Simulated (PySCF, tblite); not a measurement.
Calculations on `FC/C=C/C(F)(F)F`, in the order of a workflow; each names the level of the geometry that it ran on. Settings lines and outputs come from a driver script.

C4H4F4.
Atom-mapped SMILES: `[F:1][CH2:2]/[CH:3]=[CH:4]/[C:5]([F:6])([F:7])[F:8]` (hydrogens: H9, H10 on C2; H11 on C3; H12 on C4)

Step 1: GFN2-xTB geometry optimisation, gas phase (tblite 0.8.0) (from a force-field or distance-geometry start)
```json
{"job": {"kind": "relax", "xc": "GFN2-xTB", "basis": "xTB"}, "charge": 0, "multiplicity": 1}
```
```
step      E/eV     max force
  0    -803.04088    1.238
  1    -803.08024    0.398
  2    -803.08589    0.263
...
 22    -803.09465    0.019
 23    -803.09469    0.018
 24    -803.09472    0.016
 25    -803.09475    0.015
 26    -803.09476    0.007
```

Energy lowered by 1.2 kcal/mol over 26 steps; largest atomic force 0.007 eV/Å at the end. «max force» is the largest atomic force in eV/Å.

Time: 0.12 s. Hardware: one thread of an Arm Neoverse V1 (shared host).

Step 2: GFN2-xTB harmonic vibrations, gas phase (tblite 0.8.0) (on the GFN2-xTB geometry)
```json
{"job": {"kind": "ir", "xc": "GFN2-xTB", "basis": "xTB"}, "charge": 0, "multiplicity": 1}
```
```
(table of modes left out)
```

30 modes from 29 to 3107 cm⁻¹ (unscaled, harmonic); zero-point energy 46.6 kcal/mol; all wavenumbers are real at this level.

Hardware: Arm Neoverse V1, one thread, shared host with 32 logical CPUs at a one-minute load of 26. Cost: 0.27 s.

Step 3: TDDFT CAM-B3LYP/def2-SVPD, vertical, gas phase, core orbitals frozen in the response (PySCF 2.14.0, density-fitted response routines) (on the GFN2-xTB geometry)
```json
{"job": {"kind": "uv", "xc": "CAM-B3LYP", "basis": "def2-SVPD", "nstates": 8, "ntriplets": 3}, "charge": 0, "multiplicity": 1}
```
```
...
Static polarisability (au): isotropic 52.880, principal 42.392 48.520 67.729
Singlet excitations
state   eV       nm        f      main configurations
  1   7.5367    164.5   0.48561   H->L 0.97
  2   8.0815    153.4   0.00584   H->L+1 0.94
  3   8.1867    151.4   0.00030   H-1->L 0.92
  4   8.6120    144.0   0.00722   H->L+2 0.90
  5   9.2025    134.7   0.04459   H->L+3 0.78
  6   9.2144    134.6   0.00057   H-3->L 0.66, H-5->L 0.22
  7   9.3608    132.5   0.00970   H-2->L 0.98
  8   9.6748    128.2   0.00131   H-5->L 0.57, H-3->L 0.23, H-6->L 0.08
Triplet excitations (Tamm-Dancoff, eV): 4.4336 7.7269 7.9359
```

HOMO -10.02 eV, LUMO 0.26 eV; lowest singlet 7.54 eV; lowest triplet 4.43 eV (Tamm–Dancoff); mean polarisability 52.9 au.

On an Arm Neoverse V1 with one thread, shared host with 32 logical CPUs at a one-minute load of 27, this took 47 s wall (grids of density and orbitals included) and 0.90 GiB of memory at its peak.

Geometry of the electronic-property runs (GFN2-xTB):
```
atom  x, y, z in Å
F1    -2.1852   -0.9520    0.7565
C2    -1.9615    0.0966   -0.0919
C3    -0.5082    0.3562   -0.2944
C4     0.4549   -0.3453    0.2803
C5     1.9062   -0.0636    0.0602
F6     2.5401    0.2290    1.2091
F7     2.5489   -1.1218   -0.4634
F8     2.1291    0.9661   -0.7698
H9    -2.4510    0.9760    0.3447
H10   -2.4450   -0.1501   -1.0454
H11   -0.2848    1.1782   -0.9603
H12    0.2577   -1.1700    0.9484
```

 (This holds for the electronic-property runs.)

One conformer stands for the species.
